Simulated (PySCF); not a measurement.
Point-charge models of `CCN(C)c1cccc(F)c1` against its computed dipole.

Coordinates (GFN2-xTB, Å) and charges (e) from the PBE0/pcSseg-1 density (PySCF):

```tsv
atom	x	y	z	Mulliken	IAO	Hirshfeld	ESP-fitted
C1	-2.158	1.423	-0.931	-0.2668	-0.4333	-0.1240	-0.3126
C2	-1.909	0.631	0.354	-0.0663	-0.1424	-0.0133	+0.2164
N3	-0.965	-0.448	0.180	-0.7480	-0.1712	-0.0473	-0.3402
C4	-1.486	-1.688	-0.348	-0.0563	-0.3087	-0.0609	-0.3277
C5	0.390	-0.228	0.171	+0.3516	+0.1167	+0.0553	+0.5343
C6	0.955	1.021	0.476	-0.1484	-0.2261	-0.0857	-0.5373
C7	2.321	1.204	0.510	-0.0550	-0.1302	-0.0478	-0.0066
C8	3.196	0.166	0.236	-0.1551	-0.2364	-0.0950	-0.4137
C9	2.637	-1.057	-0.074	+0.3310	+0.3066	+0.0833	+0.4374
F10	3.453	-2.102	-0.355	-0.2960	-0.2784	-0.0936	-0.2139
C11	1.277	-1.276	-0.115	-0.2374	-0.2595	-0.1018	-0.5298
H12	-2.562	0.775	-1.705	+0.1121	+0.1397	+0.0395	+0.0939
H13	-1.228	1.853	-1.295	+0.1272	+0.1475	+0.0387	+0.0929
H14	-2.867	2.226	-0.745	+0.1136	+0.1426	+0.0440	+0.0724
H15	-1.552	1.298	1.142	+0.1304	+0.1408	+0.0432	-0.0065
H16	-2.850	0.198	0.705	+0.1196	+0.1390	+0.0445	+0.0396
H17	-1.182	-2.530	0.279	+0.1268	+0.1446	+0.0446	+0.1268
H18	-2.572	-1.646	-0.353	+0.1234	+0.1503	+0.0526	+0.1568
H19	-1.145	-1.872	-1.372	+0.1176	+0.1360	+0.0404	+0.1301
H20	0.327	1.870	0.688	+0.0912	+0.1425	+0.0395	+0.2359
H21	2.715	2.180	0.751	+0.0875	+0.1558	+0.0522	+0.1410
H22	4.265	0.295	0.255	+0.0966	+0.1637	+0.0492	+0.1966
H23	0.934	-2.265	-0.366	+0.1006	+0.1603	+0.0424	+0.2141
```

Q: Compute μ = Σ q r for each scheme (1 e·Å = 4.803 D) and compare with the dipole of the full density.

A: The full density gives (-3.31, 1.04, -0.04) D, 3.47 D in size; dipole vectors point from the negative to the positive end.

```tsv
scheme	μx	μy	μz	size (D)	share of the full size (%)	angle to the full dipole (°)
Mulliken	-3.43	2.14	-0.57	4.08	118	16
IAO	-4.03	1.74	0.23	4.40	127	7
Hirshfeld	-2.78	0.48	0.08	2.82	81	8
ESP-fitted	-3.34	1.04	-0.06	3.50	101	0
```

Q: Which set comes closest?

A: Length of the difference vector: ESP-fitted 0.04 D, Hirshfeld 0.78 D, IAO 1.05 D, Mulliken 1.23 D. Closest: ESP-fitted. 

Q: What is left for the Hirshfeld atoms' own dipoles?

A: The Hirshfeld atoms' densities add up to the full density, so μ = Σ q r + Σ (atomic dipoles). The atomic dipoles sum to (-3.31, 1.04, -0.04) − (-2.78, 0.48, 0.08) = (-0.53, 0.56, -0.12) D, 0.78 D in size.

Q: With the origin at the mean of the coordinates, (0.000, 0.001, -0.083) Å, which are the largest single terms, by size, of the IAO dipole along the direction of the full one?

A: F10 +5.24, C1 -5.19, C9 -4.17, C8 +3.41, H22 -3.13 D; all 23 atoms together +4.37 D. The single terms depend on the origin, their sum doesn't.

Q: Give the size of the full dipole in other units.

A: 3.47 D = 1.364 au = 0.722 e·Å = 11.57 × 10⁻³⁰ C·m.

One conformer (not necessarily the lowest) at the GFN2-xTB geometry, without solvent, vibrations or thermal averaging.

These values come from a run that also computed NMR shieldings. Time: 2.8 min of wall time; peak memory 1.2 GiB. Hardware: one thread of an Intel Xeon at 2.50 GHz, on a shared host.

Conformer computed: `[CH3:1][CH2:2][N:3]([CH3:4])[c:5]1[cH:6][cH:7][cH:8][c:9]([F:10])[cH:11]1`: C1–C2–N3–C4 -83°, C2–N3–C5–C6 7°.
